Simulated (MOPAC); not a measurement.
Job for MOPAC: PM6 on C2H5B (SMILES BC=C), a point of a bond scan (R = 2.931 Å).

```
PM6 1SCF PRECISE CHARGE=0 THREADS=1
C2H5B

B     -0.19234175 1     0.13481091 1     1.34229151 1
H     -0.50441493 1     1.28521043 1     1.41149558 1
H     -0.13703202 1    -0.51541306 1     2.34021942 1
C      0.12716890 1    -0.46653708 1    -0.03328683 1
C      0.06087359 1     0.27672265 1    -1.14769155 1
H      0.41541955 1    -1.50959045 1    -0.14140796 1
H      0.65404202 1    -0.79070226 1    -3.81227786 1
H     -0.22108437 1     1.32324500 1    -1.10131893 1
```

Program output:

```
*******************************************************************************
 **                                                                           **
 **                              MOPAC v23.2.5                                **
 **                                                                           **
 *******************************************************************************
 ** MOPAC's Digital Object Identifier: https://doi.org/10.5281/zenodo.6511958 **
 **                                                                           **
 ** Please cite the open-source release paper for use of this MOPAC version:  **
 ** J. E. Moussa and J. J. P. Stewart (2026)                                  **
 ** MOPAC: An open-source semiempirical molecular orbital program             **
 ** J. Open Source Softw., 11(119), 8025, https://doi.org/10.21105/joss.08025 **
 *******************************************************************************

                              PM6 CALCULATION RESULTS

 *******************************************************************************
 *  PM6        - The PM6 Hamiltonian to be used
 *
 *
 *
 *                 CHARGE ON SYSTEM = 0
 *
 *
 *
 *  PRECISE    - TIGHTER CRITERIA TO BE USED
 *  1SCF       - DO 1 SCF AND THEN STOP
 *  THREADS=1  - MULTI-THREADING NOT USED
 *  T=         - A TIME OF 172800.0 SECONDS REQUESTED
 *  DUMP=N     - RESTART FILE WRITTEN EVERY 7200.0 SECONDS REQUESTED
 *******************************************************************************
PM6 1SCF PRECISE CHARGE=0 THREADS=1
 C2H5B

   ATOM   CHEMICAL          X               Y               Z
  NUMBER   SYMBOL      (ANGSTROMS)     (ANGSTROMS)     (ANGSTROMS)

     1       B         -0.19234175  *   0.13481091  *   1.34229151  *
     2       H         -0.50441493  *   1.28521043  *   1.41149558  *
     3       H         -0.13703202  *  -0.51541306  *   2.34021942  *
     4       C          0.12716890  *  -0.46653708  *  -0.03328683  *
     5       C          0.06087359  *   0.27672265  *  -1.14769155  *
     6       H          0.41541955  *  -1.50959045  *  -0.14140796  *
     7       H          0.65404202  *  -0.79070226  *  -3.81227786  *
     8       H         -0.22108437  *   1.32324500  *  -1.10131893  *



          CARTESIAN COORDINATES

    NO.       ATOM           X           Y           Z

     1         B         -0.1923      0.1348      1.3423
     2         H         -0.5044      1.2852      1.4115
     3         H         -0.1370     -0.5154      2.3402
     4         C          0.1272     -0.4665     -0.0333
     5         C          0.0609      0.2767     -1.1477
     6         H          0.4154     -1.5096     -0.1414
     7         H          0.6540     -0.7907     -3.8123
     8         H         -0.2211      1.3232     -1.1013

 General Reference for PM6:
 "Optimization of Parameters for Semiempirical Methods V: Modification of NDDO Approximations
 and Application to 70 Elements", J. J. P. Stewart, J. Mol. Mod., 13, 1173-1213 (2007)
 URL: https://link.springer.com/article/10.1007/s00894-007-0233-4

           Empirical Formula: C2 H5 B  =     8 atoms



      MOLECULAR POINT GROUP   :   Cs


      RHF CALCULATION, NO. OF DOUBLY OCCUPIED LEVELS = 8


 -------------------------------------------------------------------------------
 PM6 1SCF PRECISE CHARGE=0 THREADS=1
 C2H5B



     1SCF WAS SPECIFIED, SO BFGS WAS NOT USED
     SCF FIELD WAS ACHIEVED


                              PM6 CALCULATION
                                                       MOPAC v23.2.5 Linux




          FINAL HEAT OF FORMATION =        211.16136 KCAL/MOL =     883.49914 KJ/MOL


          COSMO AREA              =        106.92 SQUARE ANGSTROMS
          COSMO VOLUME            =         85.20 CUBIC ANGSTROMS

          IONIZATION POTENTIAL    =          7.431358 EV
          HOMO LUMO ENERGIES (EV) =         -7.431 -2.164
          NO. OF FILLED LEVELS    =          8
          MOLECULAR WEIGHT        =         39.8715         POINT GROUP:  Cs

          MOLECULAR DIMENSIONS (Angstroms)

            Atom       Atom       Distance
            H     7    H     3     6.20925
            H     8    H     6     2.96603
            H     2    C     5     0.00000


          SCF CALCULATIONS        =          1





   ATOM   CHEMICAL          X               Y               Z
  NUMBER   SYMBOL      (ANGSTROMS)     (ANGSTROMS)     (ANGSTROMS)

     1       B         -0.19234175  *   0.13481091  *   1.34229151  *
     2       H         -0.50441493  *   1.28521043  *   1.41149558  *
     3       H         -0.13703202  *  -0.51541306  *   2.34021942  *
     4       C          0.12716890  *  -0.46653708  *  -0.03328683  *
     5       C          0.06087359  *   0.27672265  *  -1.14769155  *
     6       H          0.41541955  *  -1.50959045  *  -0.14140796  *
     7       H          0.65404202  *  -0.79070226  *  -3.81227786  *
     8       H         -0.22108437  *   1.32324500  *  -1.10131893  *

                             CARTESIAN COORDINATES

   1    B       -0.192341750     0.134810910     1.342291510
   2    H       -0.504414930     1.285210430     1.411495580
   3    H       -0.137032020    -0.515413060     2.340219420
   4    C        0.127168900    -0.466537080    -0.033286830
   5    C        0.060873590     0.276722650    -1.147691550
   6    H        0.415419550    -1.509590450    -0.141407960
   7    H        0.654042020    -0.790702260    -3.812277860
   8    H       -0.221084370     1.323245000    -1.101318930


           Empirical Formula: C2 H5 B  =     8 atoms



      MOLECULAR POINT GROUP   :   Cs


                  EIGENVALUES
 -25.39800 -18.89815 -16.70952 -13.28336 -12.41895 -10.75765 -10.19908  -7.43136
  -2.16374  -0.03618   2.21950   3.44503   5.54064   5.85047   6.31237   6.73318
   7.06260


              NET ATOMIC CHARGES AND DIPOLE CONTRIBUTIONS

  ATOM NO.   TYPE          CHARGE      No. of ELECS.   s-Pop       p-Pop
    1          B           0.001439        2.9986     1.14119     1.85737
    2          H           0.025157        0.9748     0.97484
    3          H           0.037727        0.9623     0.96227
    4          C          -0.394049        4.3940     1.14001     3.25404
    5          C          -0.118909        4.1189     1.29310     2.82581
    6          H           0.151218        0.8488     0.84878
    7          H           0.173134        0.8269     0.82687
    8          H           0.124283        0.8757     0.87572
 DIPOLE           X         Y         Z       TOTAL
 POINT-CHG.     0.351    -0.176    -2.608     2.637
 HYBRID        -0.001    -0.008     0.026     0.028
 SUM            0.350    -0.185    -2.582     2.612


          ATOMIC ORBITAL ELECTRON POPULATIONS

     Atom    s        px        py        pz
    1  B   1.14119   0.18214   0.86356   0.81167
    2  H   0.97484
    3  H   0.96227
    4  C   1.14001   1.10872   1.10864   1.03669
    5  C   1.29310   0.78665   1.00876   1.03039
    6  H   0.84878
    7  H   0.82687
    8  H   0.87572

 **********************
 *                    *
 * JOB ENDED NORMALLY *
 *                    *
 **********************




 == MOPAC DONE ==
```

The run finished.

Cost: about 0.06 core-seconds (a rough figure).
